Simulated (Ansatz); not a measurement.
A nudged elastic band was laid between two geometries of ClHInO (4 atoms, charge 0, multiplicity 2).

All numbers below come from UKS PBE0/def2-SVP in Ansatz.

* movable images: 5
* climbing image: yes
* spring: 5.0 eV/Å²
* optimiser: quadratic models (default)
* start path: through a guess of the saddle point
* force threshold: 0.5 eV/Å
* iteration limit: 60
* end points: relaxed

Initial state:

```xyz
4
Properties=species:S:1:pos:R:3
O -1.848 -0.638 0.222
In -0.025 0.153 -0.133
Cl 1.614 -1.080 1.000
H 0.315 1.505 -1.110
```

Final state:

```xyz
4
Properties=species:S:1:pos:R:3
O -1.093 0.312 -0.395
In 0.895 0.181 -0.038
Cl 1.568 -1.604 1.390
H -1.314 1.050 -0.977
```

Problem. What changes between the two ends?

Solution. Bonds broken: In2–H4. Bonds formed: O1–H4.

Problem. What energy profile does the band end with?

Solution. It converged. The highest image is number 3 of 0 to 6, 0.98 eV above the first end and 3.16 eV above the last; the last end lies 2.18 eV below the first. The threshold of 0.5 eV/Å is loose, so the images may lie well off the minimum-energy path. Neighbouring images differ by up to 2.1 eV, so the band resolves the path poorly. The order of the stationary point at the top wasn't checked.

| image | path coordinate (Å) | energy (eV) | In2–H4 (Å) | O1–H4 (Å) |
| --- | --- | --- | --- | --- |
| 0 | 0.00 | 0.00 | 1.70 | 3.32 |
| 1 | 0.48 | 0.15 | 1.70 | 2.86 |
| 2 | 0.97 | 0.59 | 1.70 | 2.29 |
| 3 | 1.45 | 0.98 | 1.75 | 1.67 |
| 4 | 1.94 | -1.13 | 1.95 | 1.07 |
| 5 | 2.43 | -2.03 | 2.34 | 0.97 |
| 6 | 2.93 | -2.18 | 2.55 | 0.97 |

Problem. What is the geometry of the highest image?

Solution. 
```xyz
4
Properties=species:S:1:pos:R:3
O -1.658 0.018 -0.297
In 0.316 -0.020 0.038
Cl 1.985 -1.193 1.158
H -0.587 1.136 -0.920
```

Time of the run: 58 s on 1 thread of AMD EPYC 9R45 96-Core Processor (Zen 5), on a shared host, peak memory 0.23 GiB.
